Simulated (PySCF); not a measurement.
From one molecule to another.

First species: C5H6ClF3.
InChI=1S/C5H6ClF3/c6-4-2-1-3-5(7,8)9/h1,3H,2,4H2/b3-1-

Second species: C5H7OP.
Numbering: `[CH:1]#[C:2][P:3]([CH3:4])[C:5]([CH3:6])=[O:7]` (hydrogens: H8 on C1; H9, H10, H11 on C4; H12, H13, H14 on C6)

Levels: PBE0/def2-SVPD for dipole moment, HOMO energy, LUMO energy, HOMO–LUMO gap, static isotropic polarisability and electronic spatial extent ⟨r²⟩ about the centre of nuclear charge; TDDFT PBE0/def2-SVPD for lowest singlet excitation; TDA PBE0/def2-SVPD for lowest triplet excitation (Tamm–Dancoff); GFN2-xTB for rotational constant A and rotational constant C. Geometries: GFN2-xTB. All species are isolated and taken at one optimised geometry, non-relativistic unless stated. Electronic properties by PySCF.

The conformers computed, where there is a choice (atom-mapped SMILES and torsion angles):
- `[F:1][C:2]([F:3])([F:4])/[CH:5]=[CH:6]\[CH2:7][CH2:8][Cl:9]`: F1–C2–C5–C6 -176°, C5–C6–C7–C8 100°, C6–C7–C8–Cl9 62°
- `[CH:1]#[C:2][P:3]([CH3:4])[C:5]([CH3:6])=[O:7]`: C2–P3–C5–C6 53°

```
                                                         property    column X   column Y
                                                    dipole moment      1.17 D     2.01 D
                                                      HOMO energy    -8.45 eV   -6.74 eV
                                                      LUMO energy    -1.04 eV   -1.07 eV
                                                    HOMO–LUMO gap     7.41 eV    5.67 eV
                                        lowest singlet excitation     6.58 eV    3.90 eV
                         lowest triplet excitation (Tamm–Dancoff)     4.21 eV    3.27 eV
                                  static isotropic polarisability     76.7 au    87.4 au
electronic spatial extent ⟨r²⟩ about the centre of nuclear charge  1810 bohr²  928 bohr²
                                            rotational constant A   3.304 GHz  2.779 GHz
                                            rotational constant C   0.585 GHz  1.356 GHz
```

Q: Which column belongs to which species?

A: Column X is the first species and column Y the second. The first has 15 atoms and 80 electrons, the second 14 and 60.

Q: How does each property change from the first species to the second?

A: dipole moment +0.84 D; HOMO energy +1.71 eV; LUMO energy -0.03 eV; HOMO–LUMO gap -1.74 eV; lowest singlet excitation -2.68 eV; lowest triplet excitation (Tamm–Dancoff) -0.94 eV; static isotropic polarisability +10.7 au; electronic spatial extent ⟨r²⟩ about the centre of nuclear charge -882 bohr²; rotational constant A -0.525 GHz; rotational constant C +0.771 GHz.

On the first: No computed singlet falls in the visible range (750 to 380 nm, 1.65 to 3.26 eV); S1 lies 3.32 eV above its blue end. In wavenumbers S1 is 53100 cm⁻¹ (1 eV = 8065.54 cm⁻¹).

On the second: No computed singlet falls in the visible range (750 to 380 nm, 1.65 to 3.26 eV); S1 lies 0.64 eV above its blue end. In wavenumbers S1 is 31500 cm⁻¹ (1 eV = 8065.54 cm⁻¹).
